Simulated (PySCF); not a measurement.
SMILES c1c(cccc1[SiH3])-c1cccs1, singlet, GFN2-xTB optimised geometry.

```
22

Si    -3.38    -1.93     0.02
C     -2.40    -0.32     0.00
C     -3.05     0.91     0.00
C     -2.34     2.09     0.00
C     -0.96     2.08     0.00
C     -0.27     0.86     0.00
C      1.18     0.82     0.00
C      2.07     1.86    -0.01
C      3.42     1.44    -0.01
C      3.55     0.09    -0.01
S      2.03    -0.70    -0.01
C     -1.01    -0.32     0.00
H     -2.48    -3.04    -0.29
H     -4.45    -1.85    -0.99
H     -3.98    -2.11     1.34
H     -4.14     0.94     0.00
H     -2.86     3.04     0.00
H     -0.41     3.01     0.00
H      1.79     2.89    -0.01
H      4.25     2.12    -0.01
H      4.45    -0.49    -0.01
H     -0.48    -1.26     0.00
```

Density from PySCF with PBE0/def2-SVP at that geometry.

Minimum of the electron density along straight lines between bonded atoms, close to the bond critical point (lines longer than 1.1 times the sum of covalent radii, or with two minima, are not listed):

```tsv
bond	length / Å	ρ at the minimum / e bohr⁻³	∇²ρ there / e bohr⁻⁵	position (fraction from the first atom)
Si1–C2	1.888	0.113	0.33	0.38
C2–C3	1.393	0.306	-0.76	0.50
C3–C4	1.383	0.313	-0.80	0.50
C4–C5	1.381	0.314	-0.81	0.50
C5–C6	1.397	0.305	-0.77	0.50
C6–C7	1.450	0.277	-0.68	0.49
C7–C8	1.369	0.317	-0.79	0.51
C8–C9	1.409	0.298	-0.74	0.50
C9–C10	1.357	0.323	-0.82	0.49
C7–S11	1.743	0.208	-0.42	0.46
C10–S11	1.716	0.217	-0.48	0.47
C2–C12	1.387	0.308	-0.77	0.50
C6–C12	1.396	0.307	-0.77	0.50
Si1–H13	1.463	0.117	0.33	0.49
Si1–H14	1.465	0.117	0.32	0.49
Si1–H15	1.466	0.117	0.32	0.49
C3–H16	1.081	0.283	-1.07	0.63
C4–H17	1.081	0.283	-1.08	0.63
C5–H18	1.079	0.284	-1.08	0.63
C8–H19	1.075	0.284	-1.09	0.63
C9–H20	1.076	0.284	-1.09	0.63
C10–H21	1.072	0.286	-1.12	0.64
C12–H22	1.082	0.284	-1.07	0.63
```
